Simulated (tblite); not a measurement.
Compound: C6H10BNO.
SMILES with atom numbers: `[CH2:1]=[C:2]([BH2-:3][N+:4]#[C:5][CH3:6])[CH2:7][CH:8]=[O:9]` (hydrogens: H10, H11 on C1; H12, H13 on B3; H14, H15, H16 on C6; H17, H18 on C7; H19 on C8)
Bond orders are those of one Lewis drawing.

Computed with GFN2-xTB (tblite), gas phase: L-BFGS steps from a force-field or distance-geometry start until the largest atomic force falls under 0.01 eV/Å.

The end geometry, which sets the zero of energy:
```
atom  x, y, z in Å
C1     -1.8781   -1.8713    0.1144
C2     -1.0097   -1.0416   -0.4451
B3      0.5045   -1.4533   -0.8458
N4      1.3683   -0.3930   -0.2889
C5      1.9213    0.4941    0.1861
C6      2.5865    1.6020    0.7884
C7     -1.4556    0.3863   -0.7552
C8     -1.3625    1.0979    0.5479
O9     -0.4914    1.8659    0.8769
H10    -1.6050   -2.8854    0.3511
H11    -2.9001   -1.5965    0.3409
H12     0.8607   -2.4725   -0.3480
H13     0.6656   -1.4300   -2.0279
H14     3.1941    1.2641    1.6277
H15     1.8180    2.2898    1.1462
H16     3.2186    2.1068    0.0582
H17    -0.8022    0.8442   -1.4968
H18    -2.4890    0.3891   -1.1050
H19    -2.1539    0.8128    1.2675
```

Question: These geometries come from the run, each turned onto the end geometry. Order them by energy, lowest first.
A.
```
atom  x, y, z in Å
C1     -1.1532   -1.4893    0.7488
C2     -0.9727   -0.8123   -0.3761
B3      0.4507   -0.7950   -1.1598
N4      1.4449   -0.1441   -0.2899
C5      2.2167    0.3690    0.3894
C6      3.1891    1.0076    1.2228
C7     -2.1451   -0.0518   -0.9823
C8     -2.3649    1.1911   -0.1745
O9     -1.6008    2.1140   -0.0886
H10    -0.3447   -2.0521    1.1881
H11    -2.0984   -1.5485    1.2722
H12     0.8612   -1.9031   -1.3168
H13     0.4558   -0.1542   -2.1633
H14     3.3921    0.3877    2.0969
H15     2.8116    1.9773    1.5490
H16     4.1137    1.1507    0.6617
H17    -1.8965    0.2224   -2.0083
H18    -3.0465   -0.6649   -0.9692
H19    -3.3230    1.2048    0.3925
```
B.
```
atom  x, y, z in Å
C1     -1.6195   -1.8129    0.3801
C2     -0.9664   -1.0298   -0.4651
B3      0.4777   -1.3910   -1.1132
N4      1.3715   -0.4448   -0.4095
C5      1.8732    0.3802    0.2139
C6      2.4192    1.4362    1.0038
C7     -1.5627    0.3296   -0.8122
C8     -1.2290    1.2447    0.3148
O9     -0.4549    2.1712    0.2858
H10    -1.2180   -2.7695    0.6753
H11    -2.5784   -1.5545    0.8123
H12     0.8463   -2.4925   -0.8612
H13     0.5499   -1.1086   -2.2689
H14     2.4643    1.1318    2.0515
H15     1.7460    2.2893    0.8866
H16     3.4165    1.7134    0.6685
H17    -1.1572    0.7056   -1.7507
H18    -2.6492    0.2352   -0.8815
H19    -1.7392    0.9759    1.2624
```
C.
```
atom  x, y, z in Å
C1     -1.8506   -1.8677    0.1406
C2     -0.9916   -1.0401   -0.4362
B3      0.5066   -1.4495   -0.8920
N4      1.3804   -0.4005   -0.3300
C5      1.9151    0.4988    0.1437
C6      2.5658    1.6093    0.7594
C7     -1.4415    0.3907   -0.7250
C8     -1.3754    1.0704    0.5965
O9     -0.4891    1.7929    0.9795
H10    -1.5816   -2.8843    0.3664
H11    -2.8626   -1.5819    0.3952
H12     0.8711   -2.4815   -0.4300
H13     0.6296   -1.3960   -2.0780
H14     2.8702    1.3400    1.7717
H15     1.8524    2.4334    0.8112
H16     3.4408    1.9118    0.1841
H17    -0.7716    0.8608   -1.4438
H18    -2.4683    0.3995   -1.0933
H19    -2.2095    0.8036    1.2725
```
D.
```
atom  x, y, z in Å
C1     -1.6915   -1.8124    0.3240
C2     -0.9767   -1.0147   -0.4558
B3      0.4892   -1.3967   -1.0349
N4      1.3723   -0.3895   -0.4114
C5      1.9002    0.4494    0.1684
C6      2.5280    1.5032    0.8941
C7     -1.5330    0.3638   -0.8138
C8     -1.3846    1.1358    0.4492
O9     -0.4930    1.9055    0.7120
H10    -1.3302   -2.7864    0.6045
H11    -2.6725   -1.5535    0.6982
H12     0.8781   -2.4608   -0.6719
H13     0.5685   -1.2432   -2.2153
H14     2.6665    1.2069    1.9339
H15     1.8672    2.3704    0.8601
H16     3.4920    1.7430    0.4482
H17    -0.9563    0.8115   -1.6220
H18    -2.5860    0.2848   -1.0880
H19    -2.1482    0.8922    1.2130
```
E.
```
atom  x, y, z in Å
C1     -1.3427   -1.7135    0.5878
C2     -0.9956   -0.9757   -0.4570
B3      0.4329   -1.1204   -1.2215
N4      1.3112   -0.2402   -0.4228
C5      1.8802    0.4253    0.3207
C6      2.5797    1.2207    1.2800
C7     -1.9229    0.1443   -0.9093
C8     -1.4075    1.3143   -0.1446
O9     -0.6228    2.1428   -0.5309
H10    -0.7038   -2.5039    0.9441
H11    -2.2818   -1.5938    1.1140
H12     0.9071   -2.2068   -1.1285
H13     0.4283   -0.7055   -2.3338
H14     2.6388    0.6760    2.2233
H15     2.0420    2.1563    1.4355
H16     3.5889    1.4369    0.9311
H17    -1.8349    0.2955   -1.9831
H18    -2.9544   -0.0692   -0.6238
H19    -1.7526    1.3265    0.9115
```

Answer: C (0.013 eV), D (0.023 eV), B (0.047 eV), E (0.140 eV), A (0.279 eV).

In the order of the answer:

| step | E above end (eV) | largest force (eV/Å) | rms force component (eV/Å) | rms distance from end (Å) | rms bond change (Å) | bond most changed (Å) |
| --- | --- | --- | --- | --- | --- | --- |
| 176 | 0.013 | 0.07 | 0.023 | 0.149 | 0.001 | C8=O9 -0.001 |
| 160 | 0.023 | 0.05 | 0.018 | 0.293 | 0.001 | C2–B3 +0.002 |
| 137 | 0.047 | 0.12 | 0.039 | 0.448 | 0.002 | C2–B3 +0.004 |
| 96 | 0.140 | 0.10 | 0.025 | 0.831 | 0.003 | C2–B3 +0.007 |
| 12 | 0.279 | 0.11 | 0.031 | 1.139 | 0.004 | C7–C8 +0.011 |

What follows is the cost of the whole relaxation. Time: 1.7 s of wall time. Hardware: one thread of an Arm Neoverse V1, no GPU (shared host).
